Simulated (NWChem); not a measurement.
Species: WHS2OCl; SMILES [S]=[W](=[S])([Cl])[OH]

```xyz
6

W     -0.1456     0.0333     0.0000
S      0.7037     0.9651    -1.7096
S      0.7037     0.9651     1.7096
Cl     0.3926    -2.1719     0.0000
O     -1.9783     0.3143     0.0000
H     -2.5931     1.0555     0.0000
```
Atoms are numbered in this order, from 1.

Computed with NWChem. Coordinates come from a PBE0/def2-SVP optimisation. Not confirmed as a minimum by frequencies. def2 effective core potentials on W; no spin-orbit coupling.

### Question
What does the run give for B3LYP/def2-SVP? Quantities: highest occupied level (eV); orbital gap (eV); dipole (D).

### Answer
The highest occupied level (eV) is -7.06, the orbital gap (eV) is 3.99 and the dipole (D) comes out as 2.69.
